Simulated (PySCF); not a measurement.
Molecular orbitals of SnCl

PBE0 at R = 2.418 Å; Sn def2-SVPD with ECP28, Cl def2-SVPD; scalar-relativistic core potentials (PySCF 2.14). State: ²Π (doublet), unpaired electrons π ↑. Only the outer orbitals are listed, counted within each symmetry, core potentials removing the inner ones.

```tsv
spin	orbital	occ.	ε (eV)	on Sn (%)	main shells (%)
α	7σ	1	-21.98	3	97 Cl s
α	8σ	1	-13.14	71	70 Sn s, 24 Cl p
α	9σ	1	-9.00	42	58 Cl p, 22 Sn s, 18 Sn p
α	4π	1	-8.99	7	93 Cl p
α	4π	1	-8.95	5	94 Cl p
α	5π	1	-5.08	94	93 Sn p
α	5π	0	-3.26	94	94 Sn p
α	10σ	0	-1.08	75	59 Sn p, 12 Cl s, 12 Cl p
β	7σ	1	-21.93	2	97 Cl s
β	8σ	1	-12.51	63	62 Sn s, 32 Cl p
β	4π	1	-8.95	4	95 Cl p
β	4π	1	-8.76	3	96 Cl p
β	9σ	1	-8.71	48	52 Cl p, 31 Sn s, 17 Sn p
β	5π	0	-2.93	94	93 Sn p
β	5π	0	-2.13	94	92 Sn p
β	10σ	0	-0.79	73	54 Sn p, 16 Cl s, 12 Sn d
```

Task: Which are the highest filled and the lowest empty level, where do they sit, and how wide is the gap?

Result: Highest filled α 5π at -5.08 eV (in %: 93 Sn p); lowest empty α 5π at -3.26 eV (in %: 94 Sn p); the gap at PBE0 is 1.82 eV. Both belong to one degenerate shell, split only by its one-sided filling, so this is no excitation gap.

The bond order (Mayer) is 0.84 and the ⟨S²⟩ is 0.754. The charge on Sn (Mulliken, basis-dependent) is 0.60, the charge on Sn (Löwdin, basis-dependent) is 0.45 and the dipole moment (positive dipole means Sn(−)Cl(+)) is -3.02 D. The polarisability along the bond is 76.9 bohr³. The polarisability across the bond is 53.3 bohr³.

Spin–orbit coupling is left out. The state is the lowest determinant that a PBE0 search found; another state may lie lower at other levels.
